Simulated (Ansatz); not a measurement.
Reaction (substitution at a C–C bond): `C[CH2][Ge][NH2]` + `[OH][GaH2]` → `C[O][GaH2]` + `[CH3][Ge][NH2]`

Computed with Ansatz on PBE0-D4/def2-TZVP structures; ΔE is electronic, products minus reactants. CCSD(T)/CBS adds triple-zeta CCSD(T) − MP2 to the extrapolated MP2 energy (def2 sets, frozen cores). Functionals use def2-TZVPP. B3LYP here is the variant with VWN-RPA as its local correlation; programs differ in this. For Ga, Ge outer-core shells are correlated without core-valence functions, which leaves a few kJ/mol of doubt a bond. Scalar relativity is left out up to krypton. Each species was taken in one conformer, which may not be the lowest.

`C[CH2][Ge][NH2]`:

Cartesian coordinates in Å:
```
C 1.340 -0.072 0.627
C -0.151 0.069 0.930
Ge -1.211 -1.188 -0.225
N -1.409 -0.031 -1.615
H 1.569 0.213 -0.404
H 1.952 0.554 1.283
H 1.685 -1.103 0.758
H -0.484 1.100 0.769
H -0.344 -0.172 1.980
H -1.080 0.923 -1.630
H -1.867 -0.292 -2.473
```

`[OH][GaH2]`:

```xyz
5

O     0.913    0.613   -0.646
Ga   -0.502   -0.213    0.069
H     1.680    0.643   -0.072
H    -0.348   -0.785    1.517
H    -1.743   -0.258   -0.868
```

`C[O][GaH2]`:

Cartesian coordinates in Å:
```
C 0.973 0.698 0.266
O -0.037 -0.131 0.774
Ga -1.270 -0.926 -0.238
H 0.897 1.697 0.711
H 0.931 0.812 -0.826
H 1.957 0.291 0.523
H -1.172 -0.647 -1.774
H -2.279 -1.794 0.564
```

`[CH3][Ge][NH2]`:

Cartesian coordinates in Å:
```
C 0.291 1.033 -0.636
Ge 0.216 -0.946 -0.929
N -0.363 -1.347 0.748
H -0.657 1.403 -0.235
H 0.512 1.567 -1.561
H 1.079 1.263 0.089
H -0.529 -2.295 1.044
H -0.550 -0.678 1.481
```

**Question.** Is it downhill or uphill in electronic energy at CCSD(T)/CBS, and by how much? (Estimate.)

**Answer.** Computed: Uphill: ΔE = +0.51 eV.

**Question.** What do these levels give: BHLYP-D4, ωB97M-V, PBE, revPBE, B3LYP, CAM-B3LYP, HF/def2-SVP, CCSD/def2-SVP, CCSD(T)/def2-TZVPP, HF/def2-QZVPP, MP2/def2-QZVPP, HF/CBS(def2)? (Best estimate.)

**Answer.** Computed: BHLYP-D4 0.42, ωB97M-V 0.46, PBE 0.43, revPBE 0.42, B3LYP 0.38, CAM-B3LYP 0.39, HF/def2-SVP 0.28, CCSD/def2-SVP 0.40, CCSD(T)/def2-TZVPP 0.48, HF/def2-QZVPP 0.35, MP2/def2-QZVPP 0.56, HF/CBS(def2) 0.35 eV.

Largest T1 diagnostic among the species: 0.015.

In def2-TZVPP, CCSD(T) changes the Hartree–Fock value by +0.13 eV (the triples alone add +0.01 eV) and MP2 by +0.19 eV. From BLYP to BHLYP (50 % exact exchange), in def2-TZVPP and without D4, ΔE moves by +0.04 eV. At CCSD(T), def2-SVP lies −0.10 eV from the extrapolated value and def2-TZVPP −0.03 eV.
